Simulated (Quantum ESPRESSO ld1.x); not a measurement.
Species: Mn. Configuration: [Ar] 3d6 4s1 (not the ground configuration). Calculated with ld1.x of Quantum ESPRESSO 7.5: scalar-relativistic Kohn-Sham, relativistic LDA (MacDonald-Vosko exchange, VWN5 correlation), spin-unpolarised, spherical densities, point nucleus.

X-ray form factor f0, the Fourier transform of the density (f0(0) = 25):

| sin(theta)/lambda (1/angstrom) | f0 (electrons) |
|---|---|
| 0.05 | 24.358 |
| 0.1 | 22.815 |
| 0.15 | 20.985 |
| 0.2 | 19.166 |
| 0.25 | 17.438 |
| 0.3 | 15.823 |
| 0.4 | 13.010 |
| 0.5 | 10.828 |
| 0.6 | 9.248 |
| 0.8 | 7.375 |
| 1 | 6.349 |
| 1.25 | 5.375 |
| 1.5 | 4.464 |
| 2 | 2.948 |
